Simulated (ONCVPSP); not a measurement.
# Co (Z = 27): excitation energies, all-electron against ONCV

cobalt (Co), optimised norm-conserving Vanderbilt (ONCV), made with ONCVPSP 4.0.1 (LDA (Perdew-Wang 92), scalar-relativistic). Core [Ne], reference 3s2 3p6 3d6 (charge +3). Waves: 3s: rc 1.00 bohr, ncon 4, nbas 6, qcut 14.8 1/bohr, 3 projectors, debl 1.5 Ha; 3p: rc 0.85 bohr, ncon 4, nbas 7, qcut 11.8 1/bohr, 3 projectors, debl 1.6 Ha; 3d: rc 1.55 bohr, ncon 4, nbas 8, qcut 9.8 1/bohr, 2 projectors, debl 0.9 Ha. Local part: polynomial inside 0.80 bohr (lpopt 2, dvloc0 0 Ha). Core correction: polynomial model core, fcfact 0.45.

In the s channel the program set the typed energies aside and used -5.155, 0.250, 1.750 Ha. In the p channel the program set the typed energies aside and used -3.811, 0.250, 1.850 Ha. In the d channel the program set the typed energies aside and used -1.671, 0.250 Ha.

Energies are relative to the spin-unpolarised reference configuration 3s2 3p6 3d6; without spin polarisation the order of configurations can differ from experiment.

```tsv
valence configuration	charge	ΔE all-electron (eV)	error AE − PS (meV)
3s2 3p6 3d7 4s1	+1	-53.272	+58
3s2 3p6 3d7	+2	-36.193	+90
```

(1) What are ΔE and the potential's error for 3s2 3p6 3d8?

(2) What are ΔE and the potential's error for 3s2 3p6 3d7 4s2?

Levels in the configuration 3s2 3p6 3d8:

```csv
level,all-electron (eV),pseudo (eV)
3s,-105.179,-105.076
3p,-68.981,-68.865
3d,-12.567,-12.632
```

Results:

(1) ΔE = -55.870 eV all-electron; the error (AE − PS) is +197 meV.

(2) ΔE = -62.560 eV all-electron; the error (AE − PS) is +40 meV.
